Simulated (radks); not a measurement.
The numbers below are computed, except where a source is named.
Spherical jellium clusters: N electrons in a uniform positive sphere of charge N and radius rs N^(1/3), rs = 2.7 bohr. Level of theory: non-relativistic Kohn-Sham, LDA (Slater exchange, Perdew-Wang correlation), spin-polarised, spherical densities (a radial shooting solver with Libxc functionals). Levels are named by radial order and angular momentum (1s, 1p, 1d, 2s, ...), and open shells are averaged over m.

N = 40, configuration 1s2 1p6 1d10 2s2 1f14 2p6. This is the lowest configuration that the search found. Occupied and some empty levels:

| level | occupation | eigenvalue (eV) | <r> (bohr) |
|---|---|---|---|
| 1s | 2 | -8.8607 | 5.690 |
| 1p | 6 | -7.7757 | 6.586 |
| 1d | 10 | -6.3410 | 7.241 |
| 2s | 2 | -5.4263 | 5.858 |
| 1f | 14 | -4.6357 | 7.811 |
| 2p | 6 | -3.5187 | 7.066 |
| 1g | 0 | -2.7261 | 8.391 |
| 2d | 0 | -1.7046 | 8.702 |
| 3s | 0 | -1.5102 | 9.101 |

Energy (eV): total -57.7839, kinetic 140.06, external -5546.5, Hartree 2723.5, exchange-correlation -203.82, background 2829.0. Static polarisability (adiabatic kernel): 1209 bohr^3, against R^3 = 787.3 for a classical metal sphere.
